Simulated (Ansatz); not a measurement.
Question: Name a neutral molecule of C, F, N, O, Si and H with HOMO energy (B3LYP/def2-TZVPP) between -7.40 and -7.10 eV and HOMO–LUMO gap (PBE0/def2-TZVPP) between 7.70 and 8.00 eV (Ansatz, PBE0-D4/def2-TZVP geometry).

Answer: `CO[Si](N)(F)[SiH3]` (-7.32 eV, 7.86 eV). Other molecules can fit too; these were computed, each in one conformer that needn't be the lowest.

B3LYP here is the variant with VWN-RPA as its local correlation; programs differ in this.
